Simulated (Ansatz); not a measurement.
Li5Si, relaxed as a doublet with UKS PBE-D4/def2-TZVP in Ansatz, starting from the GFN2-xTB geometry. Force threshold 0.02 eV/Å.

The structure comes from a short search, and lower isomers may exist.

Start:

| atom | x (Å) | y (Å) | z (Å) |
| --- | --- | --- | --- |
| Li1 | -1.759 | 0.010 | 0.965 |
| Li2 | 0.670 | -1.362 | 0.357 |
| Li3 | 0.118 | 0.590 | 2.370 |
| Li4 | 0.336 | 1.484 | -0.301 |
| Li5 | 1.610 | -0.253 | -1.871 |
| Si6 | -0.975 | -0.469 | -1.520 |

```
         step  energy (eV)  largest force component (eV/Å)  SCF passes
            1   -8892.6264                           1.085          52
            2   -8893.1076                           0.478          44
            3   -8893.2968                           0.185          41
            4   -8893.3327                           0.112          45
            5   -8893.4463                           0.162          41
            6   -8893.5730                           0.344          46
            7   -8893.7496                           0.464          44
            8   -8893.9184                           0.140          41
            9   -8893.9808                           0.121          36
           10   -8894.0418                           0.131          36
           11   -8894.0783                           0.235          36
12 (rejected)   -8894.0750                           0.090          36
           13   -8894.0848                           0.107          36
           14   -8894.0977                           0.024          37
           15   -8894.0984                           0.006          33
```

Force components are those of the run's own axes.

End:

```xyz
6

Li   -2.169   -0.034    0.948
Li    0.153   -2.340    0.327
Li    0.819    0.441    1.447
Li   -0.394    2.211   -0.750
Li    1.944   -0.087   -1.345
Si   -0.352   -0.191   -0.626
```

Bonds lost: Li1–Li2, Li1–Li4, Li2–Li4, Li2–Li5, Li4–Li5 (atoms count from 1). Bonds formed: Li3–Li5, Li3–Si6 (atoms count from 1). Metal–metal contacts that move far: Li1–Li3 2.42 to 3.07 Å. The end is the same structure that another start reached.

No frequencies were taken in this run, so the end may be a saddle point.

Run time 14 s (4 threads of Intel Xeon 6975P-C on a shared host).
